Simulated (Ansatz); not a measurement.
Input file for Ansatz (a program for electronic structure): R-SVWN5/def2-TZVPP on FH3OSi (SMILES O[SiH2]F), a point of a torsion scan.

Ansatz 0.2 input:
```yaml
crystal:
  periodic: [false, false, false]
  atoms:
    - {symbol: O, position_ang: [1.15231645, -0.03479295, -0.43509331]}
    - {symbol: Si, position_ang: [-0.39081679, -0.11799894, 0.03051755]}
    - {symbol: F, position_ang: [-1.16913353, 1.00281618, -0.81093429]}
    - {symbol: H, position_ang: [1.88665966, 0.15527258, 0.13826212]}
    - {symbol: H, position_ang: [-0.57871832, 0.24054516, 1.42495564]}
    - {symbol: H, position_ang: [-0.92093781, -1.38902048, -0.41471081]}
basis:
  gaussian:
    orbitals: def2-TZVPP
hamiltonian:
  xc: {name: SVWN5}
scf: {lower_state_search: off}
```

Output:

```
WARN ansatz: RAYON_NUM_THREADS=1 ignored (pool sized by the plan → 1); use --threads N
Functional definition: SVWN5
these checks for a lower state are left out or cut short: stability, starts, cluster_reference, orbital_swaps, neighbouring_geometries, increment
integrals: 0.05 GiB planned
772 factors; their error is unknown
mean field: 0.40 GiB planned
mean field evaluation 1: about -12624.9602 eV, gradient 6.8e1 eV
mean field evaluation 2: about -12591.0026 eV, gradient 1.5e2 eV
mean field evaluation 4: about -12631.8120 eV, gradient 1.1e1 eV
mean field evaluation 8: about -12631.9917 eV, gradient 1.2e-1 eV
mean field evaluation 16: about -12631.9743 eV, gradient 2.0e-5 eV
mean field -12631.97429893 eV, -464.2164932258 hartree, gradient 6.0e-6 eV, S^2 0.000000; 0 other end points of the search recorded, 0 dependent functions left out
reference -12631.97432885 eV, -464.2164943254 hartree; 17, 17 occupied and 129, 129 virtual orbitals, 772 factors
Total energy: -12631.97432885 eV, -464.2164943254 hartree
Checks for a lower state left out: stability, starts, cluster_reference, orbital_swaps, neighbouring_geometries, increment
```

The run converged.

Cost: very roughly 0.9 core-seconds.
